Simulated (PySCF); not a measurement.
# Reading the logs of faulty runs: B2ClH4Si cation

All numbers below are calculated, not measured. They come from PySCF 2.14.0, an open-source quantum chemistry program, on an isolated molecule that a program drew, which may never have been made. The molecule is B2ClH4Si cation (charge +1, singlet), drawn as the SMILES string `[SiH2+]BBCl`.

Each row is a Hartree-Fock (HF) and frozen-core CCSD(T) single point in the cc-pV(D+d)Z basis, meant for a local HF minimum. Run 1 is clean. Each other run has one planted mistake out of seven kinds, and not every kind appears here: one electron removed, one electron added, multiplicity raised by two, geometry at a saddle point, minimal basis STO-3G, one bond length entered in bohr, all coordinates scaled. The reference is restricted for singlets and unrestricted otherwise, and also for a bond in bohr. Adding or removing an electron swaps singlet and doublet. Electrons count all cores. HOMO and LUMO are orbital energies over both spins, the gradient is its largest component, and the lowest frequency (negative if imaginary) is given only where the gradient is small. Bond lengths are over the 7 bonds as drawn. T1 is the CCSD diagnostic: over 0.02 (restricted) or 0.045 (unrestricted) a single reference is doubtful.

Geometry of the clean run:
```xyz
8
B2ClH4Si cation, angstrom
Si   -0.7287   -0.9204    1.8356
B    -0.0031    0.6331    0.7793
B     1.4545    0.6111   -0.1033
Cl    2.8853    0.9252    0.8456
H    -1.6987   -1.8711    1.2809
H    -0.3283   -1.1823    3.2223
H    -0.6590    1.6298    0.8791
H     1.5346    0.4076   -1.2718
```

| run | electrons | basis functions | <S^2> | HOMO (eV) | LUMO (eV) | gradient (hartree/bohr) | lowest frequency (cm^-1) | mean bond (Å) | longest bond (Å) | T1 | HF (hartree) | CCSD(T) (hartree) | mistake |
|---|---|---|---|---|---|---|---|---|---|---|---|---|---|
| 1 | 44 | 94 | 0.000 | -15.58 | -5.83 | 2.7e-05 | 65 | 1.5405 | 2.014 | 0.0184 | -799.84221 | -800.28082 | no fault |
| 2 | 45 | 94 | 0.768 | -7.40 | 1.00 | 2.2e-02 | - | 1.5405 | 2.014 | 0.0148 | -800.08478 | -800.53694 | one electron added |
| 3 | 44 | 94 | 0.000 | -15.35 | -6.76 | 1.2e-05 | -229 | 1.5576 | 2.102 | 0.0169 | -799.82260 | -800.25946 | geometry at a saddle point |
| 4 | 44 | 94 | 0.000 | -15.65 | -5.71 | 5.9e-02 | - | 1.4496 | 1.895 | 0.0182 | -799.81570 | -800.25294 | all coordinates scaled |
| 5 | 44 | 94 | 0.767 | -13.34 | -6.27 | 1.5e-02 | - | 1.7965 | 3.806 | 0.0710 | -799.73310 | -800.16270 | ? |
| 6 | 43 | 94 | 0.768 | -22.63 | -12.97 | 1.6e-02 | - | 1.5405 | 2.014 | 0.0389 | -799.31654 | -799.73677 | ? |

**Which mistake was planted in run 5, and what did it cost?**

The mean bond changes by a factor of 1.166 and the longest by 1.890, so the molecule wasn't scaled as a whole. A length L in bohr read as angstrom grows by (1/0.5292 - 1) L = 0.890 L. The 7 bonds together grew by 7 x 0.2560 = 1.792 Å, which gives L = 2.014 Å. That is bond Si1-B2, 2.014 Å in the clean geometry. So the mistake is: one bond length entered in bohr. Subtracting run 1 and multiplying by 627.51 kcal/mol a hartree, the energy moved by 68.5 kcal/mol in HF and 74.1 kcal/mol in CCSD(T).

**Which mistake was planted in run 6, and what did it cost?**

It counts 43 electrons, one fewer than the clean run, at the same geometry and basis. So the mistake is: one electron removed. Subtracting run 1 and multiplying by 627.51 kcal/mol a hartree, the energy moved by 329.9 kcal/mol in HF and 341.4 kcal/mol in CCSD(T).

Cautions from the logs. Run 5: T1 is over the limit, so its CCSD(T) energy is less reliable.
